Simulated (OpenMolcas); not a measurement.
## Pd2+: moving or changing the point charges

Pd2+ among 4 point charges of -2 e arranged as a tetrahedron (Td), 1.82 Å from the ion.
```
   1.0508    1.0508    1.0508  -2.00
   1.0508   -1.0508   -1.0508  -2.00
  -1.0508    1.0508   -1.0508  -2.00
  -1.0508   -1.0508    1.0508  -2.00
```

| Item | Value |
| --- | --- |
| Program | OpenMolcas |
| Method | CASSCF |
| Basis | ANO-RCC-VDZP [6s5p3d1f] |
| Scalar Hamiltonian | DKH2, point nucleus |
| Active space | 8 electrons in 5 orbitals (4d) |
| State averaging | 2S+1 = 3 even, 10 roots; 2S+1 = 1 even, 15 roots |
| Spin-orbit coupling | RASSI with atomic mean-field integrals over the reference wave functions |

Runs around this geometry, states (labels of Td). Energies in cm-1 above the lowest state or level, χT in cm3 K/mol; under a threefold ground state the first gap can be a small split of the lowest multiplet, not the spin-orbit step; 10Dq and B are least-squares fits to the states below 45000 cm-1, weighted by degeneracy, with a free offset, and given where the rms deviation is under 5 % of |10Dq| (or 100 cm-1) and under 700 cm-1; 10Dq is negative for this site.

| R (Å) | q (e) | Ground state | First state of that spin | 10Dq | B (rms of fit) | First gap with spin-orbit (degeneracies) | χT at 300 K | First state of another spin |
| --- | --- | --- | --- | --- | --- | --- | --- | --- |
| 1.82 | -1.3 | 3T1 | 3T2 2808 | -3270 | 916 (86) | 618.1 (1, 3) | 2.280 | 1T2 13034 |
| 1.71 | -2 | 3T1 | 3T2 4289 | -4926 | 879 (158) | 702.8 (1, 3) | 1.951 | 1E 12700 |
| 1.82 | -2 | 3T1 | 3T2 3593 | -4150 | 896 (176) | 675.6 (1, 3) | 2.073 | 1E 13123 |
| 1.99 | -2 | 3T1 | 3T2 2697 | -3133 | 913 (108) | 601.8 (1, 3) | 2.317 | 1T2 13019 |

Taking |10Dq| as R^-n, n = -ln(3133 / 4926) / ln(1.99 / 1.71) = 3.0 between the shortest and longest distance. The point-charge formula for a cubic d site gives n = 5.

Scaling the charges by -1.3 / -2 = 0.65 scales |10Dq| by 3270 / 4150 = 0.79; with fixed orbitals a first-order splitting would follow the charge.

An orbital triplet at a regular site is open to Jahn-Teller coupling, which can distort the site and quench the lowest spin-orbit gaps and is left out. Without dynamic correlation the repulsion within the d shell is too large (B by tens of per cent), so at a given field states of lower spin stand too high. Real 4d8 and 5d8 ions are as a rule square planar and diamagnetic. Point charges carry no covalency, so the field is a model and not that of real ligands. No measured value stands beside these numbers.
